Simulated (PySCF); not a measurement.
Energy landscape of H₂Se, singlet: map of symmetric stretch and bend. Scanned: Se-H bond length and H-Se-H angle.

Computed with M06-2X/cc-pVDZ run with PySCF.

Energy in mEh above the lowest grid point; x is the Se-H bond length (Å), y the H-Se-H angle (°).

| y \ x | 1.24 | 1.31 | 1.39 | 1.46 | 1.53 | 1.61 | 1.68 | 1.75 | 1.83 | 1.90 | 1.97 |
|---|---|---|---|---|---|---|---|---|---|---|---|
| 180 | 163.6 | 133.7 | 119.1 | 118.4 | 125.6 | 140.2 | 156.6 | 175.0 | 193.7 | 207.2 | 219.6 |
| 170 | 159.3 | 128.7 | 113.2 | 111.4 | 117.0 | 128.9 | 141.6 | 154.9 | 170.1 | 183.4 | 196.6 |
| 160 | 147.4 | 115.4 | 98.1 | 94.5 | 98.0 | 107.6 | 118.8 | 131.5 | 147.1 | 161.2 | 175.7 |
| 150 | 130.9 | 97.5 | 78.5 | 73.7 | 76.2 | 85.2 | 96.4 | 109.6 | 126.2 | 141.5 | 157.1 |
| 140 | 112.9 | 78.4 | 58.4 | 53.0 | 55.3 | 64.4 | 76.1 | 90.1 | 107.9 | 124.3 | 141.1 |
| 130 | 95.9 | 60.6 | 40.1 | 34.5 | 37.0 | 46.5 | 58.9 | 73.7 | 92.5 | 109.9 | 127.7 |
| 120 | 81.6 | 45.8 | 25.0 | 19.4 | 22.0 | 32.1 | 45.0 | 60.6 | 80.3 | 98.4 | 117.0 |
| 110 | 71.3 | 35.0 | 14.0 | 8.3 | 11.1 | 21.5 | 34.9 | 50.9 | 71.2 | 90.0 | 109.2 |
| 100 | 65.6 | 28.9 | 7.5 | 1.8 | 4.6 | 15.1 | 28.6 | 44.9 | 65.6 | 84.7 | 104.3 |
| 90 | 65.3 | 27.9 | 6.1 | 0.0 | 2.6 | 13.0 | 26.5 | 42.8 | 63.6 | 82.8 | 102.4 |
| 80 | 70.7 | 32.5 | 9.8 | 3.2 | 5.4 | 15.3 | 28.6 | 44.6 | 65.2 | 84.2 | 103.7 |
| 70 | 82.2 | 42.9 | 19.1 | 11.5 | 12.9 | 22.0 | 34.7 | 50.2 | 70.2 | 88.9 | 108.0 |

Points that lie below all their neighbours on the grid: x = 1.46, y = 90 (0.0 mEh).
